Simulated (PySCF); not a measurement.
Compound: C3H5F2OSi (doublet state).
Structure used (GFN2-xTB), in Å, numbered top down from 1:
```xyz
12
C3H5F2OSi angstrom
C     -3.0695    0.1702    0.1833
C     -2.0208   -0.2688   -0.4265
O     -0.7256   -0.0250   -0.0126
Si     0.7017   -0.3941   -0.6728
C      1.9007    0.3965    0.6149
F      3.1159   -0.2167    0.5479
F      2.1351    1.7058    0.3258
H     -3.3937    0.7443    1.0148
H     -2.0872   -0.8747   -1.3234
H      0.9140    0.2411   -1.9697
H      0.9522   -1.8333   -0.7071
H      1.5785    0.3540    1.6642
```

The hyperfine couplings belong to this conformer and change with its torsions.

As a line formula: `[H]/[C]=C\O[SiH2]C(F)F` [radical].

Computed, not measured: UKS B3LYP, pcH-1 on C F H O Si, non-relativistic, mean-field spin-orbit, GIAO (PySCF 2.14.0). The structure is a single GFN2-xTB conformer in the gas phase; no vibrational or solvent corrections. The geometry wasn't refined by DFT: couplings that depend on bond lengths, twists or pyramidal angles can differ widely from those at the functional's own minimum. The SCF solution wasn't tested for stability.

**Question.** What is the g tensor, term by term?

**Answer.** 
| Δg (ppm) | 1 | 2 | 3 |
| --- | --- | --- | --- |
| relativistic mass correction | -154 | -154 | -154 |
| gauge correction | 33 | 11 | -40 |
| orbital Zeeman/spin–orbit | -411 | 46 | 295 |
| total | -532 | -97 | 101 |

So g = 2.00179, 2.00222, 2.00242 and g_iso = 2.00214; the tensor is rhombic: the two nearest values differ by 31 % of g3 − g1. Axes: g1 points within 7° of the C1–H8 bond and g2 points within 10° of the C2–O3 bond.

**Question.** At 9.537 GHz, how far is the centre of the isotropic spectrum from where a free electron (g = 2.002319) resonates?

**Answer.** B = hν/(g μB) with μB/h = 13.99624 MHz/mT gives 340.30 mT for the free electron and 340.33 mT at g_iso, 0.03 mT higher.

**Question.** How much does each term add to the isotropic shift?

**Answer.** The mass correction -154, the orbital-Zeeman/spin–orbit term -23 and the gauge correction 2 ppm, for a total of -176 ppm. The mass correction is the largest in size. The mass correction is the same along every axis, so the anisotropy comes from the other two: their spans along these axes are 73 (gauge) and 706 ppm (orbital Zeeman/spin–orbit).

**Question.** What effective moment and Curie constant follow for a powder?

**Answer.** With the mean of g² = 4.0086 and S(S+1) = 0.75: μ_eff = √(⟨g²⟩S(S+1)) = 1.734 μB and χT = 0.12505·⟨g²⟩·S(S+1) = 0.376 cm³ K/mol (cgs; spin-Hamiltonian part alone).

**Question.** In a frozen sample, at which fields do the three g values resonate at 9.5, 34, 94 and 263 GHz (hyperfine left aside), and which band first spreads them over more than twice a line width of 0.3 mT?

**Answer.** 
| band | GHz | B(g3) mT | B(g2) mT | B(g1) mT | spread mT |
| --- | --- | --- | --- | --- | --- |
| X | 9.5 | 338.97 | 339.00 | 339.07 | 0.11 |
| Q | 34.0 | 1213.14 | 1213.26 | 1213.53 | 0.38 |
| W | 94.0 | 3353.98 | 3354.32 | 3355.05 | 1.06 |
| J | 263.0 | 9384.02 | 9384.95 | 9386.99 | 2.97 |

The spread grows in proportion to the frequency. W band is the first where it exceeds 0.6 mT.

The Mulliken spin populations are largest on C1 (+1.07) and C2 (-0.14). C1 is the only atom above +0.15. The positive populations add up to 1.14 and the negative ones to -0.14, together 2S = 1.

The HOMO–LUMO gaps are 7.22 eV among the α and 4.28 eV among the β orbitals.
